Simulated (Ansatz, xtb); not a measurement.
**Two conformers of CH9AlOSi2**

We compare a, `[SiH3][CH2][AlH][O][SiH3]`, a singlet, with b, `[SiH3][CH2][AlH][O][SiH3]`, a singlet. Both are isolated molecules in the gas phase, relaxed with B3LYP/6-31G*.

a (Å):

```xyz
14

C     1.9348    0.5250   -0.9519
Al    0.6736   -0.8776   -0.4401
O    -0.9553   -0.7666   -0.9424
Si    2.1991    1.8620    0.3500
Si   -2.5542   -0.8424   -1.3081
H     2.6654    1.2585    1.6313
H     0.9226    2.5778    0.6315
H     3.2087    2.8768   -0.0649
H     1.5978    1.0066   -1.8794
H     2.9089    0.0566   -1.1546
H     1.0897   -2.1357    0.4296
H    -3.1897   -2.0485   -0.7071
H    -2.7448   -0.9032   -2.7839
H    -3.2618    0.3616   -0.7917
```

b (Å):

```tsv
atom	x (Å)	y (Å)	z (Å)
C	-1.0108	0.2415	1.6655
Al	-0.9573	-0.8566	0.0488
O	0.1696	-0.5040	-1.1851
Si	-0.0292	-0.4477	3.1193
Si	1.2899	-0.0973	-2.3139
H	-0.1501	0.3916	4.3448
H	-0.4984	-1.8205	3.4635
H	1.4175	-0.5437	2.7736
H	-2.0596	0.3359	1.9827
H	-0.6385	1.2506	1.4442
H	-1.9280	-2.0862	-0.1877
H	2.2740	-1.1996	-2.4952
H	2.0345	1.1286	-1.9093
H	0.6348	0.1725	-3.6236
```

Which of the two would you expect CCSD(T)/def2-SVP + ΔMP2/def2-TZVPP electronic energies to favour?

Too close to call at this level: CCSD(T)/def2-SVP + ΔMP2/def2-TZVPP gives E(b) − E(a) = 0.00 kcal/mol.

Level by level:

| level | geometry | E(b) − E(a) (kcal/mol) | departure from the last row (kcal/mol) | job, with rough time for the two |
| --- | --- | --- | --- | --- |
| B3LYP/6-31G* | B3LYP/6-31G* | +0.01 | 0.00 | optimisation, 13 min |
| HF/def2-SVP | B3LYP/6-31G* | −0.02 | −0.03 | part of the CCSD(T) run |
| MP2/def2-SVP | B3LYP/6-31G* | +0.02 | +0.01 | part of the CCSD(T) run |
| CCSD(T)/def2-SVP | B3LYP/6-31G* | +0.02 | +0.02 | single point |
| CCSD(T)/def2-SVP + ΔMP2/def2-TZVPP | B3LYP/6-31G* | 0.00 |  | single point, 91 s |

The largest departure from CCSD(T)/def2-SVP + ΔMP2/def2-TZVPP is that of HF/def2-SVP, 0.03 kcal/mol. Levels run at GFN2-xTB geometries aren't shown. The last row adds to CCSD(T) the change of the MP2 difference between the two basis sets, here −0.02 kcal/mol.

With harmonic frequencies from B3LYP/6-31G* (ideal gas, rigid rotor, one conformer each, 298.15 K, 1 atm): on the last row, ΔE + ΔZPE = 0.00 kcal/mol. A mode under 50 cm⁻¹ makes harmonic enthalpies and free energies unreliable, so none is given.

The correlated steps freeze 17 core orbitals. Programs: Ansatz 0.2.0; the last row on 2 threads of Intel(R) Xeon(R) Processor @ 2.50GHz (Skylake/Cascade Lake) on a shared host.
